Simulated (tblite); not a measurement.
Species: C4H4FGaO4.
SMILES with atom numbers: `[O:1]=[CH:2][O:3][C:4]1=[C:5]([F:6])[CH:7]=[O+:8][GaH2-:9][O:10]1` (hydrogens: H11 on C2; H12 on C7; H13, H14 on Ga9)
Bond orders are those of one Lewis drawing.

Computed with GFN2-xTB (tblite), gas phase: L-BFGS steps from a force-field or distance-geometry start until the largest atomic force falls under 0.01 eV/Å.

Step 0: E = -892.1308 eV
```
atom  x, y, z in Å  |  force x, y, z in eV/Å
O1      2.4314   -1.8191    0.7517    1.704   4.437  -1.442
C2      2.8574   -0.6847    0.3911   -3.453  -4.564   1.424
O3      2.0166    0.3384   -0.0023   -0.642  -0.649   0.087
C4      0.6094    0.2562   -0.0803    0.749  -5.672   2.087
C5     -0.0732    1.3362   -0.4760   -2.809   1.875  -0.971
F6      0.6326    2.4492   -0.8064   -0.384  -0.206   0.034
C7     -1.5501    1.4315   -0.6432    1.867  -1.351   0.774
O8     -2.3645    0.5097   -0.3543    0.929   1.482  -0.569
Ga9    -1.8354   -1.1180    0.3172   -0.817  -2.202   0.936
O10    -0.0221   -0.9541    0.2835    2.500   4.606  -1.481
H11     3.9259   -0.5138    0.4115   -0.033   0.862  -0.314
H12    -1.9545    2.3540   -1.0222    0.025   0.569  -0.216
H13    -2.3312   -2.3173   -0.6260    0.202   0.544   0.116
H14    -2.3432   -1.2688    1.8336    0.163   0.267  -0.465
```

Question: Estimate the geometry and energy of step 1. (The exact step hangs on the optimiser's Hessian estimate; all steps are aligned on step 0, rigid shifts and turns removed.)

Answer: E = -892.8373 eV, largest force 7.819 eV/Å
```
atom  x, y, z in Å  |  force x, y, z in eV/Å
O1      2.4558   -1.7557    0.7311   -2.863  -6.951   2.151
C2      2.8081   -0.7499    0.4114    3.002   6.712  -2.012
O3      2.0075    0.3292   -0.0010   -0.894  -0.931   0.181
C4      0.6201    0.1751   -0.0505   -0.338   1.603  -0.426
C5     -0.1133    1.3629   -0.4899   -0.008  -1.592   0.435
F6      0.6271    2.4463   -0.8059   -0.197   0.033  -0.054
C7     -1.5234    1.4122   -0.6321    2.099   1.812  -0.446
O8     -2.3512    0.5309   -0.3625   -0.563  -1.129   0.296
Ga9    -1.8471   -1.1494    0.3305   -0.931  -1.279   0.548
O10     0.0136   -0.8883    0.2623    0.882   0.658  -0.228
H11     3.9254   -0.5015    0.4071   -1.104   0.766  -0.354
H12    -1.9541    2.3621   -1.0253    0.438  -0.191   0.123
H13    -2.3283   -2.3095   -0.6244    0.250   0.322   0.031
H14    -2.3408   -1.2650    1.8270    0.227   0.168  -0.244
```

The energy changes by -0.7065 eV. The first-order estimate −F·Δx gives -2.2450 eV and the mean of the old and new forces, exact on a quadratic surface, -0.5115 eV. The step makes an angle of 0° with the force vector and moves no atom by more than 0.087 Å.

The cost below is that of the whole relaxation. Hardware: one thread, Arm Neoverse V1 (aarch64), shared host with 64 logical CPUs at a one-minute load of 56. Cost: 0.36 s wall.
